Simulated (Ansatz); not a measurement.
`NB(S)[SiH2][SiH3]` + `O[SiH2]S` → `[SiH3][SiH2]O[SiH2]S` + `NBS`  (cleavage of the Si–B bond)

Computed with Ansatz on PBE0-D4/def2-TZVP structures; ΔE is electronic, products minus reactants. CCSD(T)/CBS adds triple-zeta CCSD(T) − MP2 to the extrapolated MP2 energy (def2 sets, frozen cores). Functionals use def2-TZVPP. B3LYP here is the variant with VWN-RPA as its local correlation; programs differ in this. One conformer a species, not always the lowest.

| level | ΔE (kJ/mol) |
| --- | --- |
| B3LYP-D4 | -110.6 |
| ωB97X-V | -107.4 |
| B2PLYP | -110.8 |
| SCS-MP2/def2-TZVPP | -115.1 |
| MP2/def2-QZVPP | -110.8 |
| SCS-MP2/def2-QZVPP | -116.5 |
| HF/CBS(def2) | -138.2 |
| CCSD/CBS(def2) | -111.6 |

Q: What does CCSD(T)/CBS give? (An estimate is asked.)

A: Ansatz gave: -107.0 kJ/mol. The listed levels differ from it by -3.6, -0.4, -3.8, -8.1, -3.8, -9.5, -31.2, -4.6 kJ/mol.

Largest T1 diagnostic among the species: 0.014.

In def2-TZVPP, CCSD(T) changes the Hartree–Fock value by +29.4 kJ/mol (the triples alone add +4.6 kJ/mol) and MP2 by +26.0 kJ/mol. From PBE to PBE0 (25 % exact exchange), in def2-TZVPP and without D4, ΔE moves by −8.2 kJ/mol.
